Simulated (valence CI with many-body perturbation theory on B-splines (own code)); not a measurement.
## E1 transitions of Os XLV

Computed by relativistic CI+MBPT: four valence electrons over a frozen Dirac-Fock core [Ar] 3d10, radial functions for each j: 11 s, 11 p, 10 d, 8 f, 5 g, 2 h, with the one-electron correlation potential Σ1, the two-electron term Σ2, the three-electron term Σ3, Breit, model QED; selected CI, second order for the rest, scaled by the run's own slope (own B-spline code, finite nucleus).

The last digits are not significant, and no measured levels were compared; by estimate large intervals hold to a few tenths of a per cent, small ones and those within an open d or f shell to about a per cent. Among the levels kept, up to 430 cm⁻¹ of a level comes from second order outside the variational space, and about a tenth of that is noise between levels of different J, which matters for small intervals.

Lines 51 to 100 of 548 in falling wavelength, among levels below 715.62 eV, chosen from the strongest by gf and those to the six lowest levels. Wavelengths and rates use the calculated energies. Electric multipoles are in the length gauge, E1 and E2 with the static RPA response of the core. Weak lines are less certain than strong ones. Lines between different terms over intervals too small for the method are left out, as are lines whose strength nearly cancels. Where a level lies close to another of its J and parity, the split of strength between their lines is uncertain. The highest levels of a list are the least certain.

Levels are named by their leading jj configuration (3d3/2^4 stands for four electrons in 3d with j = 3/2), which in mixed levels can hold well under half, so a name can repeat and another be missing. Letters in brackets count levels of one name in rising energy.

| λ vac (nm) | Upper | Lower | A (s⁻¹) | log gf | Branch % |
| --- | --- | --- | --- | --- | --- |
| 10.80 | (4p1/2 4p3/2^3) J=1 | (4s 4p3/2^3) J=2 | 3.82e+10 | -0.70 | 2.1 |
| 10.80 | (4p1/2^2 4p3/2 4d3/2) J=3 | (4s^2 4p1/2 4f7/2) J=4 | 2.47e+10 | -0.52 | 3.6 |
| 10.79 | (4s 4p1/2 4p3/2 4f5/2) J=3 [d] | (4s^2 4p3/2 4f7/2) J=4 | 1.57e+10 | -0.72 | 1.6 |
| 10.75 | (4s 4p1/2 4p3/2^2) J=2 [b] | (4s^2 4p3/2^2) J=2 | 2.34e+10 | -0.69 | 2.8 |
| 10.64 | (4s 4p1/2^2 4p3/2) J=1 | (4s^2 4p1/2 4p3/2) J=1 | 9.97e+09 | -1.29 | 2.2 |
| 10.63 | (4p1/2^2 4p3/2^2) J=2 | (4s 4p1/2 4p3/2^2) J=3 | 5.47e+10 | -0.33 | 7.1 |
| 10.60 | (4s 4p1/2 4p3/2^2) J=1 [b] | (4s^2 4p3/2^2) J=2 | 1.88e+10 | -1.02 | 1.7 |
| 10.52 | (4p1/2^2 4p3/2 4d5/2) J=4 | (4s 4p1/2 4p3/2 4d5/2) J=5 | 5.78e+10 | -0.06 | 12.4 |
| 10.50 | (4s 4p1/2 4p3/2 4d5/2) J=3 [c] | (4s^2 4p3/2 4d5/2) J=4 | 1.95e+10 | -0.65 | 1.8 |
| 10.44 | (4p1/2^2 4p3/2 4d5/2) J=3 | (4s 4p1/2 4p3/2 4d5/2) J=4 [b] | 2.46e+10 | -0.55 | 2.8 |
| 10.13 | (4p1/2^2 4p3/2 4d3/2) J=2 | (4s 4p1/2 4p3/2 4d3/2) J=3 [a] | 2.65e+10 | -0.69 | 6.9 |
| 9.806 | (4p1/2^2 4p3/2 4d3/2) J=3 | (4s 4p1/2 4p3/2 4d3/2) J=4 | 3.14e+10 | -0.50 | 4.6 |
| 9.689 | (4p1/2^2 4p3/2 4d5/2) J=4 | (4s 4p1/2 4p3/2 4d5/2) J=4 [a] | 2.45e+10 | -0.51 | 5.3 |
| 8.480 | (4s 4p1/2^2 4d3/2) J=1 | (4s 4p1/2^2 4p3/2) J=1 | 2.42e+10 | -1.11 | 40.6 |
| 8.280 | (4s 4p1/2^2 4d3/2) J=2 | (4s 4p1/2^2 4p3/2) J=1 | 7.68e+08 | -2.40 | 1.3 |
| 8.021 | (4s 4p1/2 4d3/2 4d5/2) J=4 [b] | (4s 4p1/2 4p3/2 4d5/2) J=4 [b] | 2.27e+10 | -0.71 | 9.5 |
| 7.961 | (4s^2 4p1/2 4d3/2) J=2 | (4s^2 4p1/2 4p3/2) J=2 | 1.31e+10 | -1.21 | 92.8 |
| 7.739 | (4s^2 4p1/2 4d3/2) J=2 | (4s^2 4p1/2 4p3/2) J=1 | 1.02e+09 | -2.34 | 7.2 |
| 7.679 | (4s 4p1/2^2 4d3/2) J=1 | (4s 4p1/2^2 4p3/2) J=2 | 7.63e+09 | -1.69 | 12.8 |
| 7.514 | (4s 4p1/2^2 4d3/2) J=2 | (4s 4p1/2^2 4p3/2) J=2 | 2.90e+10 | -0.91 | 50.9 |
| 7.417 | (4s 4p1/2 4d3/2 4d5/2) J=5 | (4s 4p1/2 4p3/2 4d5/2) J=5 | 2.92e+10 | -0.58 | 22.3 |
| 7.338 | (4s^2 4p3/2 4d3/2) J=2 | (4s^2 4p3/2^2) J=2 | 2.11e+09 | -2.07 | 0.1 |
| 7.272 | (4s^2 4p3/2 4d3/2) J=1 | (4s^2 4p3/2^2) J=2 | 6.78e+09 | -1.79 | 0.5 |
| 7.236 | (4s^2 4p3/2 4d3/2) J=3 | (4s^2 4p3/2^2) J=2 | 1.14e+09 | -2.20 | 0.1 |
| 7.093 | (4s^2 4p1/2 4d3/2) J=1 | (4s^2 4p1/2 4p3/2) J=2 | 4.34e+08 | -3.01 | 0.0 |
| 6.916 | (4s^2 4p1/2 4d3/2) J=1 | (4s^2 4p1/2 4p3/2) J=1 | 7.43e+09 | -1.80 | 0.4 |
| 6.906 | (4s 4p1/2 4p3/2 4f7/2) J=4 [c] | (4s 4p1/2 4p3/2 4d5/2) J=4 [c] | 3.83e+10 | -0.61 | 6.8 |
| 6.865 | (4s 4p1/2^2 4f7/2) J=3 | (4s 4p1/2^2 4d5/2) J=2 | 9.73e+10 | -0.32 | 31.4 |
| 6.789 | (4p1/2^2 4p3/2 4d5/2) J=2 | (4p1/2^2 4p3/2^2) J=2 | 9.10e+10 | -0.50 | 15.1 |
| 6.774 | (4s 4p1/2 4p3/2 4f7/2) J=5 [c] | (4s 4p1/2 4p3/2 4d5/2) J=4 [c] | 2.79e+10 | -0.68 | 5.0 |
| 6.756 | (4s 4p1/2^2 4d5/2) J=2 | (4s 4p1/2^2 4p3/2) J=1 | 1.33e+11 | -0.34 | 51.7 |
| 6.748 | (4s 4p1/2 4p3/2 4f7/2) J=4 [d] | (4s 4p1/2 4p3/2 4d5/2) J=3 [c] | 1.24e+11 | -0.12 | 16.5 |
| 6.738 | (4s 4p1/2 4p3/2 4f5/2) J=4 [c] | (4s 4p1/2 4p3/2 4d5/2) J=3 [d] | 1.47e+11 | -0.05 | 12.8 |
| 6.728 | (4s^2 4p3/2 4d5/2) J=2 | (4s^2 4p3/2^2) J=2 | 8.33e+10 | -0.55 | 97.0 |
| 6.716 | (4s 4p1/2 4p3/2 4f7/2) J=2 [d] | (4s 4p1/2 4p3/2 4d5/2) J=2 [c] | 6.18e+10 | -0.68 | 7.0 |
| 6.716 | (4s^2 4d5/2^2) J=2 [b] | (4s^2 4p3/2 4d5/2) J=1 | 1.41e+11 | -0.32 | 19.7 |
| 6.700 | (4s 4p1/2 4p3/2 4d5/2) J=3 [a] | (4s 4p1/2 4p3/2^2) J=3 | 8.29e+10 | -0.41 | 20.1 |
| 6.697 | (4s^2 4p1/2 4d5/2) J=2 | (4s^2 4p1/2 4p3/2) J=2 | 1.99e+10 | -1.17 | 13.5 |
| 6.693 | (4s 4p1/2 4p3/2 4d5/2) J=2 [a] | (4s 4p1/2 4p3/2^2) J=2 [a] | 7.89e+10 | -0.58 | 22.4 |
| 6.689 | (4s 4p1/2 4d5/2^2) J=1 [a] | (4s 4p1/2 4p3/2 4d5/2) J=2 [c] | 1.80e+11 | -0.44 | 22.2 |
| 6.680 | (4s 4p1/2 4p3/2 4f7/2) J=4 [e] | (4s 4p1/2 4p3/2 4d5/2) J=3 [c] | 5.28e+10 | -0.50 | 5.3 |
| 6.678 | (4s 4p3/2^2 4d5/2) J=4 [a] | (4s^2 4p3/2 4d5/2) J=3 | 3.49e+10 | -0.68 | 7.7 |
| 6.676 | (4s 4p1/2 4p3/2 4f7/2) J=2 [d] | (4s 4p1/2 4p3/2 4d5/2) J=1 [c] | 1.18e+11 | -0.40 | 13.4 |
| 6.674 | (4s^2 4d3/2 4d5/2) J=4 | (4s^2 4p3/2 4d3/2) J=3 | 7.03e+10 | -0.37 | 5.7 |
| 6.667 | (4s 4p1/2 4d3/2 4d5/2) J=3 [d] | (4s 4p1/2 4p3/2 4d5/2) J=2 [a] | 5.11e+10 | -0.62 | 5.8 |
| 6.658 | (4s^2 4d3/2 4d5/2) J=3 | (4s^2 4p3/2 4d3/2) J=2 | 8.24e+10 | -0.42 | 5.6 |
| 6.657 | (4s^2 4d5/2^2) J=4 [a] | (4s^2 4p3/2 4d5/2) J=4 | 4.12e+10 | -0.61 | 17.2 |
| 6.648 | (4s^2 4p1/2 4f7/2) J=3 | (4s^2 4p1/2 4d5/2) J=2 | 8.98e+10 | -0.38 | 23.0 |
| 6.638 | (4s 4p1/2 4d5/2^2) J=1 [b] | (4s 4p1/2 4p3/2 4d5/2) J=0 | 1.24e+11 | -0.61 | 13.9 |
| 6.626 | (4s 4p1/2^2 4f7/2) J=4 | (4s 4p1/2^2 4d5/2) J=3 | 1.41e+11 | -0.08 | 78.7 |
